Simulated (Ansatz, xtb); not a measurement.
**Isomers of BH3SeSi in order of energy**

4 gas-phase structures of BH3SeSi, found in a search over its isomers (lower ones may exist). Each was relaxed with GFN2-xTB; where two conformers were screened, the lower at r2SCAN-D4/def2-SVP is listed:

A. `[BH3-][Si+]=[Se]`, a singlet
B. `B1[SiH2][Se]1`, a singlet
C. `[SiH3]B=[Se]`, a singlet
D. `B[SiH]=[Se]`, a singlet

Problem. Make a reasoned guess at their ranking by r2SCAN-D4/def2-SVP single-point energy.

Solution. Calculated order at r2SCAN-D4/def2-SVP: C (0.000), B (0.139), A (0.398), D (0.985) eV.

Energies above the lowest of each column, in eV; the last columns are at PBE0-D3(BJ)/pcseg-1 geometries and were run for some of them only (a dash: not run or not comparable):

```
structure  GFN2-xTB  HF/STO-3G  r2SCAN-D4/def2-SVP  PBE0-D3(BJ)/pcseg-1  CCSD(T)/def2-TZVPP
        C     0.960      0.000               0.000                0.000               0.000
        B     1.016      0.829               0.139                0.018               0.142
        A     0.000      1.433               0.398                0.388               0.523
        D     0.556      1.674               0.985                    –                   –
```

CCSD(T)/def2-TZVPP puts C lowest of those it was run on; GFN2-xTB picks A. Some further structures that were screened fall inside this span and aren't listed. Flexible structures stand in one conformer each, not always the lowest. Frequencies (PBE0-D3(BJ)/pcseg-1) were run for A, B, C alone.

Over these structures GFN2-xTB departs from r2SCAN-D4/def2-SVP by 0.666 eV on average once a common shift is removed. A GFN2-xTB relaxation took about 0.068 s and the r2SCAN-D4/def2-SVP energy about 1 s on a shared host (Ansatz 0.2.0, xtb 6.7.1).
